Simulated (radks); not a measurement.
Neutral samarium, 62 electrons, occupied as [Xe] 4f3 6s1.5 6p3.5 (fractional occupations, a model configuration). All-electron calculation, Dirac Kohn-Sham, PBE, spin-unpolarised, spherical densities, finite nucleus; open shells fill j = l - 1/2 first; Fermi nuclear charge, rms radius 5.0819 fm. Program: a radial shooting solver on a logarithmic mesh with Libxc functionals.

Spin-orbit splittings of the eigenvalues, e(l+1/2) - e(l-1/2), with zeta = 2 splitting/(2l+1) and mean radii in bohr:

| shell | occ. | splitting (eV) | zeta (eV) | <r> j=l-1/2 | <r> j=l+1/2 |
|---|---|---|---|---|---|
| 2p | 6 | ? | ? | 0.08074 | 0.08737 |
| 3p | 6 | 122.0 | 81.31 | 0.2443 | 0.2570 |
| 3d | 10 | 26.46 | 10.58 | 0.2287 | 0.2327 |
| 4p | 6 | 27.31 | 18.21 | 0.5887 | 0.6165 |
| 4d | 10 | 4.971 | 1.989 | 0.6529 | 0.6624 |
| 4f | 3 | 0.7072 | 0.2021 | 0.8059 | 0.8124 |
| 5p | 6 | 4.629 | 3.086 | 1.443 | 1.514 |
| 6p | 3.5 | 0.5485 | 0.3656 | 3.925 | 4.133 |

Estimate the 2p splitting.

Answer. 602.6 eV (zeta = 401.7 eV).
